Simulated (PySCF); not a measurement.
Small edits and their spectra

Starting compound: SMILES O=C1C=C(F)C1, C4H3FO.

1H NMR (500 MHz, computed): δ 5.08 (m, 1H), 3.36 (m, 2H). 13C{1H} NMR (computed): δ 194.9 (C), 181.4 (C), 122.0 (CH), 51.7 (CH2).

No solvent model, a single conformation, rapidly exchanging positions averaged, non-relativistic. Shieldings: GIAO PBE0/pcSseg-1; structure optimised with GFN2-xTB; PySCF 2.14.0 with density-fitted response routines.

δ = σ(ref) − σ, references computed at the same level: 1H (31.72 ppm), 13C (186.93 ppm) vs TMS. Splittings of carbon signals by F and P are missing where no couplings were computed. Where no couplings were computed, multiplicities follow the n + 1 count of equivalent neighbours, and m marks all less simple cases (inequivalent or close neighbours, rings, F or P nearby). Shifts are as computed. Against solution values, carbons near 30 ppm lie about +3 ppm off and those near 130 ppm about +5 ppm. Of 1211 compounds with measured shifts, 218 miss one by over three times the rms of a fit or turn the order of signals round; such compounds aren't used in these exercises.

Task: What are the spectra after this edit: SiH2 inserted into a C-C bond, giving `O=C1C=C(F)[SiH2]C1`?

Result: 1H NMR (500 MHz, computed): δ 6.54 (m, 1H), 4.67 (m, 2H), 2.02 (m, 2H). 13C{1H} NMR (computed): δ 206.9 (C), 201.4 (C), 138.7 (CH), 22.8 (CH2).

Task: What are the spectra after this edit: H on C replaced by ethynyl, giving `C#CC1=C(F)CC1=O`?

Result: 1H NMR (500 MHz, computed): δ 3.37 (m, 2H), 2.78 (s, 1H). 13C{1H} NMR (computed): δ 193.7 (C), 181.5 (C), 116.5 (C), 92.9 (CH), 73.3 (C), 52.0 (CH2).

Task: What are the spectra after this edit: SiH2 inserted into a C-F bond, giving `O=C1C=C([SiH2]F)C1`?

Result: 1H NMR (500 MHz, computed): δ 6.62 (m, 1H), 5.64 (m, 2H), 3.68 (s, 2H). 13C{1H} NMR (computed): δ 189.2 (C), 186.2 (C), 158.0 (CH), 57.5 (CH2).
